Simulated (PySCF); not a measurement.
# UHF on Cs⁻ (caesium, charge -1)

Configuration: [Xe] 6s2, closed-shell 1S. All numbers are calculated (PySCF 2.14, scalar relativity by spin-free X2C-1e, in aug-cc-pwCVTZ-X2C (11s10p8d4f, 109 functions)).

```json
{
 "Total energy": "-7783.100631 hartree",
 "One-electron energy": "-10648.1045 hartree",
 "Hartree (Coulomb) energy": "3056.4639 hartree",
 "Exchange energy": "-191.4600 hartree",
 "⟨S²⟩": "0.0000",
 "⟨L²⟩": "0.000",
 "Sum of ⟨r⟩": "52.96 bohr",
 "Sum of ⟨r²⟩": "222.3 bohr²",
 "Langevin diamagnetic susceptibility": "-176 ×10⁻⁶ cm³/mol"
}
```

```tsv
shell	electrons	mean orbital energy (hartree)	rms radius, mean of both spins (bohr)
1s	2	-1328.65243	0.0298
2s	2	-212.14640	0.121
2p	6	-190.20003	0.108
3s	2	-45.65973	0.318
3p	6	-38.40888	0.318
3d	10	-27.69908	0.296
4s	2	-9.22059	0.738
4p	6	-6.79820	0.787
4d	10	-3.14397	0.902
5s	2	-1.20216	1.88
5p	6	-0.57413	2.23
6s	2	-0.00822	9.24
```

Spin-orbit coupling, which splits the p, d and f shells strongly at this Z, is absent. The outer electron is barely bound at this level, so radii and moments hang on the diffuse functions.

Densities and radii are taken from the X2C orbitals without a picture-change correction, which distorts them close to the nucleus.

Spin-orbit constants ζ (cm⁻¹) from the X2C one-electron operator on these orbitals: bare nucleus, nucleus screened by l(l+1)(2l+1)/3 electrons, and screened by the Breit-Pauli mean field of the electrons.

```json
{"shell": "2p", "bare": "1865000", "screened nucleus": "1797000", "mean field": "n/a"}
{"shell": "3p", "bare": "361900", "screened nucleus": "348800", "mean field": "n/a"}
{"shell": "3d", "bare": "55560", "screened nucleus": "45460", "mean field": "n/a"}
{"shell": "4p", "bare": "71060", "screened nucleus": "68480", "mean field": "n/a"}
{"shell": "4d", "bare": "8611", "screened nucleus": "7046", "mean field": "n/a"}
{"shell": "5p", "bare": "7938", "screened nucleus": "7650", "mean field": "n/a"}
```
